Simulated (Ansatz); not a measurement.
Cost and result for the atomization energy of `N#C[O][GaH2]` (6 atoms, 5 bonds).

```tsv
atom	x (Å)	y (Å)	z (Å)
N1	2.602	-0.075	-0.146
C2	1.512	-0.417	0.039
O3	0.324	-0.818	0.250
Ga4	-1.171	0.236	-0.001
H5	-0.838	1.663	-0.497
H6	-2.428	-0.590	0.355
```

The species carries charge 0 and has multiplicity 1. Correlated methods include outer-core shells of Ga, which these sets cover unevenly. Scalar relativity is left out up to krypton. Geometry: relaxed with PBE0-D4/def2-TZVP. Program: Ansatz. All runs use 2 threads of an Arm Neoverse V2 on a shared host. Times are those of one run each, without the atoms' runs, and a repeat can differ threefold. Electronic energies, without spin–orbit coupling; frozen cores. CCSD(T)/CBS adds CCSD(T) − MP2 in def2-TZVPP to the MP2 limit, and its time is that of the two runs behind it. T1 = 0.015. With those shells the extrapolation isn't a true limit. B3LYP takes the VWN-RPA correlation (the form of Gaussian; ORCA's B3LYP/G). HSE06 is the plane-wave form, built on full-range PBE exchange.

CCSD(T)/CBS is a level of theory with its own doubt, some kJ/mol a heavy atom from the limit and from the frozen cores, so smaller differences don't rank the functionals.

```
                            level  functions  wall time  atomization (kJ/mol)  difference from CCSD(T)/CBS  per bond
               BLYP-D4/def2-TZVPP        169      1.4 s                2205.1                         32.6       6.5
              HSE06-D4/def2-TZVPP        169      2.2 s                2172.6                          0.1       0.0
          CAM-B3LYP-D4/def2-TZVPP        169      2.4 s                2183.9                         11.4       2.3
B3LYP-D4/def2-TZVPP (with forces)        169      2.7 s                2169.2                         -3.3      -0.7
                 CCSD(T)/def2-SVP         84        3 s                2038.7                       -133.8     -26.7
            r2SCANh-D4/def2-TZVPP        169      3.4 s                2148.0                        -24.5      -4.9
                B2PLYP/def2-TZVPP        169      3.6 s                2162.0                        -10.5      -2.1
              PBE-QIDH/def2-TZVPP        169      3.8 s                2152.2                        -20.3      -4.1
                B97M-V/def2-TZVPP        169        6 s                2187.0                         14.5       2.9
 ωB97M-V/def2-TZVPP (with forces)        169        8 s                2177.5                          5.0       1.0
                   MP2/def2-QZVPP        320       12 s                2237.0                         64.5      12.9
               CCSD(T)/def2-TZVPP        169       43 s                2112.7                        -59.8     -12.0
                CCSD(T)/CBS(def2)          –       55 s                2172.5                          0.0       0.0
```

From PBE to PBE0 (25 % exact exchange), in def2-TZVPP and without D4, the atomization energy moves by −93.0 kJ/mol: exact exchange takes away binding that semilocal exchange gives to molecules. At CCSD(T), def2-SVP lies −133.7 kJ/mol from the extrapolated value and def2-TZVPP −59.8 kJ/mol: correlation converges slowly with the basis, and small sets miss more of it in the bonded molecule than in its fragments. In def2-TZVPP, CCSD(T) changes the Hartree–Fock value by +733.3 kJ/mol (the triples alone add +57.3 kJ/mol) and MP2 by +821.6 kJ/mol; breaking electron pairs costs correlation energy, which Hartree–Fock lacks.
